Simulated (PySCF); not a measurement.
C3H9NSi, SMILES C(=N\C)/[SiH2]C.

Geometry optimised at PBE-D3(BJ)/def2-SVP. The structure was generated by enumeration; whether it is a known compound was not checked. Other conformers were not sampled.

The numbers are results of PBE-D3(BJ)/def2-SVP (PySCF 2.14.0), not measurements.

Frequencies are harmonic and unscaled.

```json
[
 {"mode": "1", "ν (cm⁻¹)": "37", "IR (km/mol)": "2.3", "moving atoms (share of kinetic energy)": "H 70 %, C 17 %, N 10 %"},
 {"mode": "2", "ν (cm⁻¹)": "117", "IR (km/mol)": "2.2", "moving atoms (share of kinetic energy)": "C 60 %, H 28 %, N 9 %"},
 {"mode": "3", "ν (cm⁻¹)": "122", "IR (km/mol)": "0.8", "moving atoms (share of kinetic energy)": "H 84 %"},
 {"mode": "4", "ν (cm⁻¹)": "187", "IR (km/mol)": "3.9", "moving atoms (share of kinetic energy)": "H 36 %, N 31 %, C 30 %"},
 {"mode": "5", "ν (cm⁻¹)": "225", "IR (km/mol)": "5.8", "moving atoms (share of kinetic energy)": "H 77 %, C 14 %, N 9 %"},
 {"mode": "6", "ν (cm⁻¹)": "289", "IR (km/mol)": "9.2", "moving atoms (share of kinetic energy)": "C 39 %, H 26 %, N 22 %, Si 14 %"},
 {"mode": "7", "ν (cm⁻¹)": "404", "IR (km/mol)": "4.1", "moving atoms (share of kinetic energy)": "Si 37 %, C 25 %, H 19 %, N 19 %"},
 {"mode": "8", "ν (cm⁻¹)": "466", "IR (km/mol)": "9.7", "moving atoms (share of kinetic energy)": "H 87 %, Si 10 %"},
 {"mode": "9", "ν (cm⁻¹)": "627", "IR (km/mol)": "13.6", "moving atoms (share of kinetic energy)": "H 91 %"},
 {"mode": "10", "ν (cm⁻¹)": "660", "IR (km/mol)": "28.8", "moving atoms (share of kinetic energy)": "H 72 %, C 18 %"},
 {"mode": "11", "ν (cm⁻¹)": "676", "IR (km/mol)": "6.3", "moving atoms (share of kinetic energy)": "C 55 %, H 26 %, Si 18 %"},
 {"mode": "12", "ν (cm⁻¹)": "773", "IR (km/mol)": "10.0", "moving atoms (share of kinetic energy)": "H 45 %, C 41 %, Si 13 %"},
 {"mode": "13", "ν (cm⁻¹)": "849", "IR (km/mol)": "35.5", "moving atoms (share of kinetic energy)": "H 76 %, C 18 %"},
 {"mode": "14", "ν (cm⁻¹)": "874", "IR (km/mol)": "228.8", "moving atoms (share of kinetic energy)": "H 70 %, Si 19 %, C 11 %"},
 {"mode": "15", "ν (cm⁻¹)": "896", "IR (km/mol)": "11.6", "moving atoms (share of kinetic energy)": "H 74 %, C 25 %"},
 {"mode": "16", "ν (cm⁻¹)": "916", "IR (km/mol)": "74.9", "moving atoms (share of kinetic energy)": "H 96 %"},
 {"mode": "17", "ν (cm⁻¹)": "995", "IR (km/mol)": "21.4", "moving atoms (share of kinetic energy)": "C 48 %, N 32 %, H 19 %"},
 {"mode": "18", "ν (cm⁻¹)": "1085", "IR (km/mol)": "0.3", "moving atoms (share of kinetic energy)": "H 66 %, C 22 %, N 12 %"},
 {"mode": "19", "ν (cm⁻¹)": "1104", "IR (km/mol)": "1.4", "moving atoms (share of kinetic energy)": "H 63 %, C 23 %, N 13 %"},
 {"mode": "20", "ν (cm⁻¹)": "1215", "IR (km/mol)": "16.9", "moving atoms (share of kinetic energy)": "H 79 %, C 21 %"},
 {"mode": "21", "ν (cm⁻¹)": "1281", "IR (km/mol)": "27.8", "moving atoms (share of kinetic energy)": "H 73 %, C 17 %, N 10 %"},
 {"mode": "22", "ν (cm⁻¹)": "1352", "IR (km/mol)": "0.4", "moving atoms (share of kinetic energy)": "H 85 %, C 15 %"},
 {"mode": "23", "ν (cm⁻¹)": "1376", "IR (km/mol)": "5.1", "moving atoms (share of kinetic energy)": "H 96 %"},
 {"mode": "24", "ν (cm⁻¹)": "1379", "IR (km/mol)": "4.3", "moving atoms (share of kinetic energy)": "H 96 %"},
 {"mode": "25", "ν (cm⁻¹)": "1395", "IR (km/mol)": "5.1", "moving atoms (share of kinetic energy)": "H 97 %"},
 {"mode": "26", "ν (cm⁻¹)": "1407", "IR (km/mol)": "26.1", "moving atoms (share of kinetic energy)": "H 93 %"},
 {"mode": "27", "ν (cm⁻¹)": "1665", "IR (km/mol)": "9.2", "moving atoms (share of kinetic energy)": "C 50 %, N 47 %"},
 {"mode": "28", "ν (cm⁻¹)": "2138", "IR (km/mol)": "124.5", "moving atoms (share of kinetic energy)": "H 96 %"},
 {"mode": "29", "ν (cm⁻¹)": "2139", "IR (km/mol)": "109.5", "moving atoms (share of kinetic energy)": "H 98 %"},
 {"mode": "30", "ν (cm⁻¹)": "2824", "IR (km/mol)": "78.9", "moving atoms (share of kinetic energy)": "H 92 %"},
 {"mode": "31", "ν (cm⁻¹)": "2887", "IR (km/mol)": "77.0", "moving atoms (share of kinetic energy)": "H 96 %"},
 {"mode": "32", "ν (cm⁻¹)": "2986", "IR (km/mol)": "2.1", "moving atoms (share of kinetic energy)": "H 97 %"},
 {"mode": "33", "ν (cm⁻¹)": "3007", "IR (km/mol)": "17.8", "moving atoms (share of kinetic energy)": "H 92 %, C 8 %"},
 {"mode": "34", "ν (cm⁻¹)": "3032", "IR (km/mol)": "8.8", "moving atoms (share of kinetic energy)": "H 91 %, C 9 %"},
 {"mode": "35", "ν (cm⁻¹)": "3090", "IR (km/mol)": "1.3", "moving atoms (share of kinetic energy)": "H 91 %, C 9 %"},
 {"mode": "36", "ν (cm⁻¹)": "3092", "IR (km/mol)": "2.8", "moving atoms (share of kinetic energy)": "H 91 %, C 9 %"}
]
```
